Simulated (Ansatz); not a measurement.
Calculation: Ansatz (a quantum-chemistry and plane-wave program) with CAM-B3LYP-D3(BJ)/def2-TZVP. No frequencies were computed at this level.

Ansatz 0.2 input:
```yaml
crystal:
  periodic: [false, false, false]
  atoms:
    - { symbol: B, position_ang: [2.032119, 0.0598, -0.044918] }
    - { symbol: C, position_ang: [0.697858, 0.823011, 0.01021] }
    - { symbol: C, position_ang: [-0.545687, 0.298838, 0.058444] }
    - { symbol: C, position_ang: [-0.883061, -1.155965, 0.126537] }
    - { symbol: C, position_ang: [-1.660478, 1.171574, 0.097199] }
    - { symbol: N, position_ang: [-2.560515, 1.882874, 0.118412] }
    - { symbol: H, position_ang: [2.123511, -0.980926, -0.570424] }
    - { symbol: H, position_ang: [2.981653, 0.551223, 0.42765] }
    - { symbol: H, position_ang: [0.743414, 1.908995, 0.028316] }
    - { symbol: H, position_ang: [-0.021504, -1.760256, -0.13941] }
    - { symbol: H, position_ang: [-1.71556, -1.3815, -0.539057] }
    - { symbol: H, position_ang: [-1.191748, -1.417668, 1.139221] }
basis:
  gaussian: { orbitals: def2-tzvp }
hamiltonian:
  xc: cam_b3lyp
  dispersion: d3bj
relax:
  max_steps: 150
```

Output:

```
Functional definition: CAM-B3LYP
1308 factors; their error is unknown
432 factors; integrals over basis functions are off by at most 1.6e-6 eV
mean field evaluation 1: about -6402.8171 eV, gradient 5.5e1 eV
mean field evaluation 2: about -6403.3626 eV, gradient 5.4e1 eV
mean field evaluation 4: about -6409.1313 eV, gradient 3.3e0 eV
mean field evaluation 8: about -6409.1546 eV, gradient 7.9e-2 eV
mean field evaluation 16: about -6409.1438 eV, gradient 1.2e-4 eV
mean field -6409.14377105 eV, -235.5316893126 hartree, gradient 2.6e-5 eV, S^2 0.000000; 0 other end points of the search recorded, 0 dependent functions left out
reference -6409.14390737 eV, -235.5316943221 hartree; 21, 21 occupied and 201, 201 virtual orbitals, 1308 factors
relax step   1: F+E_penalty+E_count = -6409.34654575 eV  Δ(F+E_penalty+E_count) = +0.000e0 eV  max|allowed force component| = 9.065e-1 eV/Å  Δτ_max = 0.0000 Å  (31 SCF iters, accepted)
these checks for a lower state are left out or cut short: starts, cluster_reference, orbital_swaps, neighbouring_geometries, increment
1308 factors; their error is unknown
432 factors; integrals over basis functions are off by at most 1.6e-6 eV
mean field -6409.17582906 eV, -235.5328674225 hartree, gradient 1.6e-5 eV, S^2 0.000000; 0 other end points of the search recorded, 0 dependent functions left out
reference -6409.17596500 eV, -235.5328724181 hartree; 21, 21 occupied and 201, 201 virtual orbitals, 1308 factors
relax step   2: F+E_penalty+E_count = -6409.37875669 eV  Δ(F+E_penalty+E_count) = -3.221e-2 eV  max|allowed force component| = 3.523e-1 eV/Å  Δτ_max = 0.1008 Å  (35 SCF iters, accepted)
these checks for a lower state are left out or cut short: starts, cluster_reference, orbital_swaps, neighbouring_geometries, increment
1308 factors; their error is unknown
432 factors; integrals over basis functions are off by at most 1.6e-6 eV
mean field evaluation 32: about -6409.1798 eV, gradient 1.4e-5 eV
mean field -6409.17979146 eV, -235.5330130382 hartree, gradient 1.4e-5 eV, S^2 0.000000; 0 other end points of the search recorded, 0 dependent functions left out
reference -6409.17992711 eV, -235.5330180230 hartree; 21, 21 occupied and 201, 201 virtual orbitals, 1308 factors
relax step   3: F+E_penalty+E_count = -6409.38278362 eV  Δ(F+E_penalty+E_count) = -4.027e-3 eV  max|allowed force component| = 5.461e-1 eV/Å  Δτ_max = 0.1953 Å  (34 SCF iters, accepted)
these checks for a lower state are left out or cut short: starts, cluster_reference, orbital_swaps, neighbouring_geometries, increment
1308 factors; their error is unknown
432 factors; integrals over basis functions are off by at most 1.6e-6 eV
mean field -6409.18651072 eV, -235.5332599663 hartree, gradient 2.5e-5 eV, S^2 0.000000; 0 other end points of the search recorded, 0 dependent functions left out
reference -6409.18664636 eV, -235.5332649509 hartree; 21, 21 occupied and 201, 201 virtual orbitals, 1308 factors
relax step   4: F+E_penalty+E_count = -6409.38932253 eV  Δ(F+E_penalty+E_count) = -6.539e-3 eV  max|allowed force component| = 4.386e-1 eV/Å  Δτ_max = 0.0774 Å  (35 SCF iters, accepted)
these checks for a lower state are left out or cut short: starts, cluster_reference, orbital_swaps, neighbouring_geometries, increment
1308 factors; their error is unknown
432 factors; integrals over basis functions are off by at most 1.6e-6 eV
mean field -6409.19804208 eV, -235.5336837359 hartree, gradient 1.5e-5 eV, S^2 0.000000; 0 other end points of the search recorded, 0 dependent functions left out
reference -6409.19817788 eV, -235.5336887264 hartree; 21, 21 occupied and 201, 201 virtual orbitals, 1308 factors
relax step   5: F+E_penalty+E_count = -6409.40094262 eV  Δ(F+E_penalty+E_count) = -1.162e-2 eV  max|allowed force component| = 1.880e-1 eV/Å  Δτ_max = 0.0955 Å  (35 SCF iters, accepted)
these checks for a lower state are left out or cut short: starts, cluster_reference, orbital_swaps, neighbouring_geometries, increment
1308 factors; their error is unknown
432 factors; integrals over basis functions are off by at most 1.6e-6 eV
mean field -6409.20357144 eV, -235.5338869363 hartree, gradient 2.1e-5 eV, S^2 0.000000; 0 other end points of the search recorded, 0 dependent functions left out
reference -6409.20370732 eV, -235.5338919296 hartree; 21, 21 occupied and 201, 201 virtual orbitals, 1308 factors
relax step   6: F+E_penalty+E_count = -6409.40641202 eV  Δ(F+E_penalty+E_count) = -5.469e-3 eV  max|allowed force component| = 1.382e-1 eV/Å  Δτ_max = 0.0233 Å  (35 SCF iters, accepted)
these checks for a lower state are left out or cut short: starts, cluster_reference, orbital_swaps, neighbouring_geometries, increment
1308 factors; their error is unknown
432 factors; integrals over basis functions are off by at most 1.5e-6 eV
mean field -6409.20688261 eV, -235.5340086196 hartree, gradient 1.5e-5 eV, S^2 0.000000; 0 other end points of the search recorded, 0 dependent functions left out
reference -6409.20701843 eV, -235.5340136108 hartree; 21, 21 occupied and 201, 201 virtual orbitals, 1308 factors
relax step   7: F+E_penalty+E_count = -6409.40982370 eV  Δ(F+E_penalty+E_count) = -3.412e-3 eV  max|allowed force component| = 1.316e-1 eV/Å  Δτ_max = 0.1108 Å  (34 SCF iters, accepted)
these checks for a lower state are left out or cut short: starts, cluster_reference, orbital_swaps, neighbouring_geometries, increment
1308 factors; their error is unknown
432 factors; integrals over basis functions are off by at most 1.6e-6 eV
mean field evaluation 64: about -6409.2057 eV, gradient 4.9e-1 eV
mean field -6409.20601632 eV, -235.5339767840 hartree, gradient 2.5e-5 eV, S^2 0.000000; 0 other end points of the search recorded, 0 dependent functions left out
reference -6409.20615225 eV, -235.5339817792 hartree; 21, 21 occupied and 201, 201 virtual orbitals, 1308 factors
relax step   8: F+E_penalty+E_count = -6409.40896949 eV  Δ(F+E_penalty+E_count) = +8.542e-4 eV  max|allowed force component| = 1.662e-1 eV/Å  Δτ_max = 0.0563 Å  (34 SCF iters, rejected (line search))
these checks for a lower state are left out or cut short: starts, cluster_reference, orbital_swaps, neighbouring_geometries, increment
1308 factors; their error is unknown
432 factors; integrals over basis functions are off by at most 1.6e-6 eV
mean field -6409.20849543 eV, -235.5340678894 hartree, gradient 2.1e-5 eV, S^2 0.000000; 0 other end points of the search recorded, 0 dependent functions left out
reference -6409.20863133 eV, -235.5340728836 hartree; 21, 21 occupied and 201, 201 virtual orbitals, 1308 factors
relax step   9: F+E_penalty+E_count = -6409.41139435 eV  Δ(F+E_penalty+E_count) = -1.571e-3 eV  max|allowed force component| = 4.029e-2 eV/Å  Δτ_max = 0.0282 Å  (35 SCF iters, accepted)
these checks for a lower state are left out or cut short: starts, cluster_reference, orbital_swaps, neighbouring_geometries, increment
1308 factors; their error is unknown
432 factors; integrals over basis functions are off by at most 1.6e-6 eV
mean field -6409.20905538 eV, -235.5340884673 hartree, gradient 2.1e-5 eV, S^2 0.000000; 0 other end points of the search recorded, 0 dependent functions left out
reference -6409.20919134 eV, -235.5340934638 hartree; 21, 21 occupied and 201, 201 virtual orbitals, 1308 factors
relax step  10: F+E_penalty+E_count = -6409.41191866 eV  Δ(F+E_penalty+E_count) = -5.243e-4 eV  max|allowed force component| = 2.462e-2 eV/Å  Δτ_max = 0.0313 Å  (35 SCF iters, accepted)
these checks for a lower state are left out or cut short: starts, cluster_reference, orbital_swaps, neighbouring_geometries, increment
1308 factors; their error is unknown
432 factors; integrals over basis functions are off by at most 1.6e-6 eV
mean field -6409.20922328 eV, -235.5340946375 hartree, gradient 2.1e-5 eV, S^2 0.000000; 0 other end points of the search recorded, 0 dependent functions left out
reference -6409.20935928 eV, -235.5340996352 hartree; 21, 21 occupied and 201, 201 virtual orbitals, 1308 factors
relax step  11: F+E_penalty+E_count = -6409.41207388 eV  Δ(F+E_penalty+E_count) = -1.552e-4 eV  max|allowed force component| = 3.481e-2 eV/Å  Δτ_max = 0.0314 Å  (34 SCF iters, accepted)
these checks for a lower state are left out or cut short: starts, cluster_reference, orbital_swaps, neighbouring_geometries, increment
1308 factors; their error is unknown
432 factors; integrals over basis functions are off by at most 1.6e-6 eV
mean field evaluation 96: about -6409.2092 eV, gradient 2.0e-5 eV
mean field -6409.20920695 eV, -235.5340940374 hartree, gradient 2.0e-5 eV, S^2 0.000000; 0 other end points of the search recorded, 0 dependent functions left out
reference -6409.20934294 eV, -235.5340990347 hartree; 21, 21 occupied and 201, 201 virtual orbitals, 1308 factors
relax step  12: F+E_penalty+E_count = -6409.41205219 eV  Δ(F+E_penalty+E_count) = +2.169e-5 eV  max|allowed force component| = 2.846e-2 eV/Å  Δτ_max = 0.0061 Å  (36 SCF iters, rejected (line search))
these checks for a lower state are left out or cut short: starts, cluster_reference, orbital_swaps, neighbouring_geometries, increment
1308 factors; their error is unknown
432 factors; integrals over basis functions are off by at most 1.6e-6 eV
mean field -6409.20927371 eV, -235.5340964908 hartree, gradient 2.0e-5 eV, S^2 0.000000; 0 other end points of the search recorded, 0 dependent functions left out
reference -6409.20940969 eV, -235.5341014879 hartree; 21, 21 occupied and 201, 201 virtual orbitals, 1308 factors
relax step  13: F+E_penalty+E_count = -6409.41212557 eV  Δ(F+E_penalty+E_count) = -5.170e-5 eV  max|allowed force component| = 1.489e-2 eV/Å  Δτ_max = 0.0031 Å  (36 SCF iters, accepted)
these checks for a lower state are left out or cut short: starts, cluster_reference, orbital_swaps, neighbouring_geometries, increment
1308 factors; their error is unknown
432 factors; integrals over basis functions are off by at most 1.6e-6 eV
mean field -6409.20928959 eV, -235.5340970743 hartree, gradient 2.0e-5 eV, S^2 0.000000; 0 other end points of the search recorded, 0 dependent functions left out
reference -6409.20942555 eV, -235.5341020708 hartree; 21, 21 occupied and 201, 201 virtual orbitals, 1308 factors
relax step  14: F+E_penalty+E_count = -6409.41214289 eV  Δ(F+E_penalty+E_count) = -1.731e-5 eV  max|allowed force component| = 1.904e-3 eV/Å  Δτ_max = 0.0048 Å  (36 SCF iters, accepted)
1308 factors; their error is unknown
432 factors; integrals over basis functions are off by at most 1.6e-6 eV
mean field evaluation 128: about -6409.2093 eV, gradient 5.7e-2 eV
mean field -6409.20928959 eV, -235.5340970743 hartree, gradient 2.0e-5 eV, S^2 0.000000; 1 other end points of the search recorded, 0 dependent functions left out
reference -6409.20942555 eV, -235.5341020708 hartree; 21, 21 occupied and 201, 201 virtual orbitals, 1308 factors
Total energy: -6409.41227885 eV, -235.5415567920 hartree
Atom 0 at     2.026358     0.064943    -0.044805 Å, force     0.000123    -0.001904    -0.000857 eV/Å
Atom 1 at     0.707494     0.846500     0.049505 Å, force    -0.000479     0.000850    -0.000449 eV/Å
Atom 2 at    -0.521178     0.300160     0.096166 Å, force     0.001354     0.001366    -0.000385 eV/Å
Atom 3 at    -0.872850    -1.153111     0.067579 Å, force     0.000307     0.000228     0.000976 eV/Å
Atom 4 at    -1.659293     1.177266     0.184659 Å, force    -0.001814    -0.001351    -0.001362 eV/Å
Atom 5 at    -2.582474     1.852702     0.254672 Å, force     0.001222     0.000834     0.000892 eV/Å
Atom 6 at     2.049956    -1.123025    -0.088574 Å, force    -0.000183     0.000525     0.000577 eV/Å
Atom 7 at     3.057130     0.657865    -0.075606 Å, force    -0.000343     0.000537     0.000003 eV/Å
Atom 8 at     0.739239     1.930545     0.083355 Å, force    -0.000088    -0.000150     0.000661 eV/Å
Atom 9 at     0.012201    -1.775082    -0.002974 Å, force    -0.000038    -0.000051     0.000273 eV/Å
Atom 10 at    -1.527852    -1.360451    -0.780233 Å, force     0.000388     0.000167     0.000084 eV/Å
Atom 11 at    -1.428728    -1.418312     0.968436 Å, force    -0.000449    -0.001050    -0.000413 eV/Å
Dipole moment:     0.364432    -0.487600    -0.034722 e Å
```

Cost: roughly 5 core-minutes.
